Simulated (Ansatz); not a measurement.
Reaction (redistribution): `[AlH2][NH][SiH2][SiH3]` + `C[SiH](C)O[SiH3]` → `C[SiH]([AlH2])O[SiH3]` + `CN[SiH2][SiH3]`

Program: Ansatz. Geometries: PBE0-D4/def2-TZVP. ΔE: electronic, gas phase. CBS: MP2 limit from def2 TZ/QZ plus the TZ coupled-cluster correction, frozen cores. DFT in def2-TZVPP. One conformer a species, not always the lowest.

**Question.** Is it downhill or uphill in electronic energy at CCSD(T)/CBS, and by how much? (Estimate.)

**Answer.** Ansatz gave: Uphill: ΔE = +218.2 kJ/mol.

**Question.** What do these levels give: ωB97M-V, B2PLYP, CCSD/def2-TZVPP, CCSD(T)/def2-TZVPP, HF/CBS(def2), CCSD/CBS(def2)? (Best estimate.)

**Answer.** Ansatz gave: ωB97M-V 222.0, B2PLYP 218.3, CCSD/def2-TZVPP 216.6, CCSD(T)/def2-TZVPP 216.8, HF/CBS(def2) 217.1, CCSD/CBS(def2) 218.0 kJ/mol.

Largest T1 diagnostic among the species: 0.013.

From PBE to PBE0 (25 % exact exchange), in def2-TZVPP and without D4, ΔE moves by +6.1 kJ/mol.
